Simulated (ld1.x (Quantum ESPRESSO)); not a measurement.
N: excitation energies, all-electron against RRKJ

- Element: N (Z = 7)
- Generator: ld1.x (Quantum ESPRESSO) 7.5
- Type: norm-conserving RRKJ (Kleinman–Bylander form)
- Functional: LDA (PZ)
- Relativity: scalar-relativistic
- Frozen core: [He]
- Valence charge: 5
- Reference configuration: 2s2 2p0 (charge +3)
- Partial waves: 2p (bound, empty): rc 0.90 bohr; 2s (bound): rc 0.60 bohr
- Local potential: the s channel
- Core correction: none
- rho0: 0.001

Energies are relative to the spin-unpolarised reference configuration 2s2 2p0; without spin polarisation the order of configurations can differ from experiment. Spin-polarised rows fill each open shell by Hund’s rule, majority spin first. The frozen-core shift is the all-electron ΔE with the core orbitals held at their reference shape minus the fully relaxed ΔE.

| valence configuration | charge | ΔE all-electron (eV) | error AE − PS (meV) | frozen-core shift (meV) |
| --- | --- | --- | --- | --- |
| 2s2 2p2 | +1 | -76.135 | +356 | +9.8 |
| 2s2 2p1 | +2 | -47.165 | +153 | +4.3 |
| 2s1 2p0 | +4 | 77.474 | +124 | +10 |
| 2s1 2p4 | 0 | -78.663 | +603 | +10 |
| 2s2 2p2.5 | +0.5 | -84.700 | +426 | +11 |
| 2s1 2p3 | +1 | -64.682 | +517 | +8.2 |
| 2s2 2p3 (spin-polarised) | 0 | -92.758 | +841 | +15 |
| 2s2 2p2 (spin-polarised) | +1 | -77.823 | +614 | +11 |

Task: What are ΔE and the potential's error for 2s2 2p3?

Result: ΔE = -89.866 eV all-electron; the error (AE − PS) is +471 meV.

Levels in the configuration 2s1 2p4:

| level | all-electron (eV) | pseudo (eV) |
| --- | --- | --- |
| 2s | -18.866 | -18.753 |
| 2p | -7.639 | -7.679 |
